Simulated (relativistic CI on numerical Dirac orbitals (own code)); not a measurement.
# Hyperfine structure of Re XXIII, mass number 185

Computed by Dirac-Coulomb-Breit CI, separate exchange-only KLI orbitals for each configuration, model QED, unscaled Slater integrals (own radial code, finite nucleus).

Configurations in the expansion (outside the closed core [Ar] 3d10 4p6 4d10): 4s²4f⁷, 4s²4f⁶5s, 4s²4f⁵5s², 4s²4f⁶6s, 4f⁹. Levels of other configurations are missing.

Nuclear spin I = 5/2, μ = 3.176 μN, Q = 2.07 b (tables of Stone and Pyykkö). The electronic factors are computed for point nuclear moments, without core polarisation or the Bohr-Weisskopf and QED corrections.

```csv
Level,E (cm⁻¹),A (MHz),B (MHz)
4s²4f⁷ ⁶P°5/2,71621.2,1416,2920
4s²4f⁷ ⁶I°7/2,75434.9,3924,2020
4s²4f⁷ ⁶P°3/2,76334.4,-1298,-1200
4s²4f⁷ ⁶I°9/2,79118.9,3355,2600
4s²4f⁷ ⁶I°17/2,80024.4,2816,39.6
4s²4f⁷ ⁶I°11/2,82388.8,3040,1950
4s²4f⁷ ⁶I°15/2,83762.7,2758,1310
4s²4f⁷ ⁶I°13/2,83849.6,2847,1540
```

Levels with J = 0, under 50 % of one LS term, or S terms without an open s electron are left out. Small factors come from cancelling terms and can be off by tens of per cent or more.

At this charge energies of transitions that change n are usually good to better than 1 %, and those within a shell (Δn = 0) to a few per cent. Terms inside the open d or f shell come out 10 to 20 % too wide with unscaled integrals.

Task: Give the hyperfine levels of 4s²4f⁷ ⁶P°5/2 relative to its centre of gravity.

Result: With K = F(F + 1) − I(I + 1) − J(J + 1), E = AK/2 + B[¾K(K + 1) − I(I + 1)J(J + 1)]/[2I(2I − 1)J(2J − 1)]: F = 0: -10350, F = 1: -9633, F = 2: -7938, F = 3: -4740, F = 4: 749.7, F = 5: 9579 MHz.

LS names give the leading component of a level, which can be under half, so a name can repeat, a term be missing and a line seem to break the LS rules.
